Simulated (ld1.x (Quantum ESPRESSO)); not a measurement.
An all-electron radial function and its pseudo partner (H)

Columns: radius, all-electron u(r) and pseudo u(r) of the 1s shell (level -6.33 eV) of hydrogen in the configuration 1s1; PBEsol, scalar-relativistic, RRKJ scheme, ld1.x (Quantum ESPRESSO) 7.5.

| r (bohr) | all-electron | pseudo |
| --- | --- | --- |
| 0.060 | 0.1063 | 0.0887 |
| 0.120 | 0.2000 | 0.1753 |
| 0.180 | 0.2825 | 0.2577 |
| 0.240 | 0.3546 | 0.3342 |
| 0.300 | 0.4173 | 0.4034 |
| 0.360 | 0.4715 | 0.4646 |
| 0.420 | 0.5181 | 0.5174 |
| 0.480 | 0.5578 | 0.5617 |
| 0.540 | 0.5913 | 0.5981 |
| 0.600 | 0.6192 | 0.6272 |
| 0.660 | 0.6420 | 0.6499 |
| 0.720 | 0.6604 | 0.6672 |
| 0.780 | 0.6747 | 0.6800 |
| 0.840 | 0.6854 | 0.6891 |
| 0.900 | 0.6929 | 0.6951 |
| 0.960 | 0.6976 | 0.6987 |
| 1.020 | 0.6997 | 0.7001 |
| 1.080 | 0.6995 | 0.6996 |
| 1.140 | 0.6974 | 0.6974 |
| 1.200 | 0.6934 | 0.6934 |
| 1.260 | 0.6879 | 0.6879 |
| 1.320 | 0.6811 | 0.6811 |
| 1.380 | 0.6730 | 0.6730 |
| 1.440 | 0.6639 | 0.6639 |
| 1.500 | 0.6539 | 0.6539 |
| 1.560 | 0.6431 | 0.6431 |

**Question.** How many radial nodes do the two functions have?

**Answer.** The all-electron 1s function has n − l − 1 = 0; the pseudo-wave has 0.

**Question.** At about which radius was the pseudo-wave matched?

**Answer.** 1.15 bohr. The columns agree to 0.0005 from 1.02 bohr on; several derivatives are matched, so the curves merge somewhat inside the radius.

**Question.** Is the pseudo-wave norm-conserving?

**Answer.** Yes: the RRKJ scheme keeps the norm inside the radius equal to the all-electron one, which fixes the energy derivative of the logarithmic derivative at the level.
